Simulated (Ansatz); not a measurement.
## One arrangement of a pair

The pair of F⁻ (SMILES [F-], atom 1) and CH3Cl (SMILES CCl, atoms 2–6), both closed shells, in one local arrangement (a lower one may exist), relaxed at PBE0-D4/def2-TZVPD:

```
6
angstrom
F -0.0114 -0.0067 -3.4019
C 0.0027 0.0016 0.8140
Cl -0.0032 -0.0019 -0.9767
H 0.9380 -0.4227 1.1859
H -0.8311 -0.5941 1.1921
H -0.0950 1.0237 1.1865
```

Program: Ansatz 0.2.0. Basis: def2-TZVPPD, with def2-QZVPPD for the basis limit. Cores are frozen in the correlated methods. Extrapolation: Hartree–Fock as exp(−7.88 √X), correlation as X^−2.97. Interaction energies count from these two fragments, frozen as in the pair, with the counterpoise correction; negative means bound.

Q: What is the interaction energy by CCSD(T) at an estimated basis limit (MP2 extrapolated from triple and quadruple zeta, plus CCSD(T) − MP2 in triple zeta)? (To be estimated.)

A: By the calculation: -9.4 kJ/mol. Hartree–Fock alone gives 11.2 kJ/mol at the basis limit, so without correlation the pair would not bind at this distance. Plain CCSD(T) in triple zeta gives -5.1 kJ/mol; the step to the limit is large here, so the limit is uncertain. It counts from the two fragments frozen as in the pair.

Q: Which atoms make the shortest contact between the fragments?

A: F1 and Cl3, 2.43 Å apart.

Basis-set superposition shift (counterpoise-corrected less uncorrected): CCSD(T) 2.7; MP2 2.5; HF 0.2; PBE0-D4 0.3; wB97M-V 0.3 kJ/mol.

The T1 diagnostic stays at or below 0.023.

For scale, one of the runs: CCSD(T)/def2-TZVPPD, 179 basis functions, launched by `ansatz run in.yaml --threads 2 --pin off --events-out ev --progress --plain --max-ram 5222MiB`. Hardware: 2 CPU threads of an Arm Neoverse V1, shared host. Wall time 17 s; peak host memory 1.2 GiB.
